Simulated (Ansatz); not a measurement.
C2H6GaNSi can be A, `N[C]1=C[SiH2][GaH]1`, or B, `N=C=[CH][GaH][SiH3]`.

Computed with Ansatz on PBE0-D4/def2-TZVP structures; ΔE is electronic, products minus reactants. CCSD(T)/CBS is the MP2 limit (def2-TZVPP, def2-QZVPP) plus CCSD(T) − MP2 in def2-TZVPP, frozen cores. Functionals use def2-TZVPP. B3LYP here is the variant with VWN-RPA as its local correlation; programs differ in this. For Ga outer-core shells are correlated without core-valence functions, which leaves a few kJ/mol of doubt a bond. Scalar relativity is left out up to krypton. One conformer a species, not always the lowest.

A:

```xyz
11

N     1.649   -1.272   -0.222
C     0.579   -0.478    0.014
C    -0.022    0.341   -0.908
Si   -1.484    1.208   -0.157
Ga   -0.589   -0.134    1.594
H     2.103   -1.755    0.530
H     2.148   -1.225   -1.096
H     0.358    0.422   -1.930
H    -1.404    2.699   -0.113
H    -2.811    0.893   -0.768
H    -0.525   -0.700    3.056
```

B:

```xyz
11

N    -0.080   -2.114    1.547
C    -0.086   -1.866    0.359
C    -0.217   -1.523   -0.898
Ga   -0.205    0.360   -1.348
Si    0.088    1.973    0.416
H     0.804   -2.278    2.015
H    -0.338   -2.306   -1.639
H    -0.398    0.724   -2.863
H     1.024    3.056    0.001
H    -1.216    2.614    0.748
H     0.624    1.359    1.662
```

Which isomer does CCSD(T)/CBS put lower? Give the gap. (An estimate is asked.)

Ansatz gave: A, by 8.1 kcal/mol.

Give E(B) − E(A) in kcal/mol with CCSD(T)/def2-TZVPP, CCSD/def2-TZVPP, ωB97M-V, B3LYP, MP2/def2-TZVPP, B2PLYP, PBE0-D4. (Best estimate.)

Computed: CCSD(T)/def2-TZVPP 6.4, CCSD/def2-TZVPP 6.1, ωB97M-V 7.7, B3LYP 2.5, MP2/def2-TZVPP 8.3, B2PLYP 4.3, PBE0-D4 9.4. None reverses the order clearly.

Largest T1 diagnostic: 0.015.

The D4 term adds +1.2 kcal/mol with B3LYP and +0.5 kcal/mol with PBE0; it sums over pairs of atoms, weighted by their polarisabilities, and B3LYP, whose exchange is more repulsive, gets the larger term. From PBE to PBE0 (25 % exact exchange), in def2-TZVPP and without D4, E(B) − E(A) moves by +2.8 kcal/mol.
